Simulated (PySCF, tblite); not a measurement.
Isomers of C3H10OPSi (doublet state), one GFN2-xTB conformer each. Single-point energies are computed at B3LYP/pcH-1 (PySCF, gas phase, no added dispersion term), electronic only. GFN2-xTB treats the open shell by occupation alone, and not every SCF solution was tested for stability.

Task: Rank them by B3LYP/pcH-1 energy, lowest first (kJ/mol).
A. `[CH2:1][C@@H:2]([CH3:3])[O:4][SiH2:5][PH2:6]` (doublet state) with H–C1–C2–C3 -32° and 164°, C1–C2–O4–Si5 143°, C2–O4–Si5–P6 -178°, O4–Si5–P6–H 180° and -87°
B. `[CH3:1][CH:2]([CH3:3])[O:4][SiH2:5][PH:6]` (doublet state) with C1–C2–O4–Si5 -78°, C2–O4–Si5–P6 -39°, O4–Si5–P6–H -171°
C. `[CH3:1][CH:2]([CH3:3])[O:4][SiH:5][PH2:6]` (doublet state) with C1–C2–O4–Si5 -170°, C2–O4–Si5–P6 172°, O4–Si5–P6–H -172° and 95°

Result: B (0.0), C (30.1), A (105.4).

GFN2-xTB itself gives, in the same order: 0.0, 35.6, 139.6. Both levels put the same isomer lowest; measured from each level's own lowest isomer, the values differ by up to 34.2 kJ/mol ([CH2][C@@H](C)O[SiH2]P: 139.6 against 105.4).

Task: What happens when harmonic zero-point energies from GFN2-xTB frequencies are added?

Result: 
```csv
SMILES,ZPE (kJ/mol),electronic (kJ/mol),with ZPE (kJ/mol)
CC(C)O[SiH2][PH],318.8,0.0,0.0
CC(C)O[SiH]P,321.1,30.1,32.4
[CH2][C@@H](C)O[SiH2]P,303.8,105.4,90.4
```

The zero-point energies span 17.3 kJ/mol. The order is unchanged.
